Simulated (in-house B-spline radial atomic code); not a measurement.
**Ionising the xenon ion Xe⁸⁺ with different functionals**

Computed with an all-electron radial atomic-structure program (B-spline basis): non-relativistic Hamiltonian, point nucleus, spin-polarised at highest spin, spherical fractional occupations for the functionals, and exact exchange of hybrids averaged over the configuration. The ionisation energy is the difference of two self-consistent energies, [Kr] 4d10 → [Kr] 4d9, without Breit or QED terms; ε is the level of the shell that loses the electron (its least bound occupied spin orbital). There is no spin-orbit coupling in this Hamiltonian.

| method | rung | ΔSCF (eV) | -ε(4d) (eV) |
| --- | --- | --- | --- |
| PBE0 | global hybrid | 181.51 | 172.87 |
| B3LYP | global hybrid | 181.43 | 172.09 |
| TPSSh | global hybrid | 181.41 | 170.71 |
| M06-2X | global hybrid | 181.26 | 176.50 |
| BHandHLYP | global hybrid | 181.48 | 176.28 |
| r2SCAN0 | global hybrid | 182.09 | 173.54 |
| B97-1 | global hybrid | 181.34 | 172.11 |
| HSE06 | range-separated hybrid | 181.47 | 172.40 |
| wB97X | range-separated hybrid | 181.14 | 174.91 |
| CAM-B3LYP | range-separated hybrid | 181.35 | 174.08 |
| LC-wPBE | range-separated hybrid | 181.29 | 174.85 |

**Question.** Among the functionals, which spreads more, the ΔSCF values or the orbital energies?

**Answer.** The orbital energies: ΔSCF values span about 0.94 eV and the orbital energies 5.79 eV; here energy differences depend much less on the functional than eigenvalues do.

**Question.** How do they compare with the NIST value?

**Answer.** NIST lists 179.8 eV ± 0.12 (measured, ground level to ground level). Errors run from +1.30 to +2.25 eV. The correlated functionals all miss on the same side by more than they spread, so the cause is common to them (relativity, Breit-QED terms, multiplet and fine-structure energies, or a listed next ion that isn't the cheapest removal here) and closeness doesn't rank the functionals.
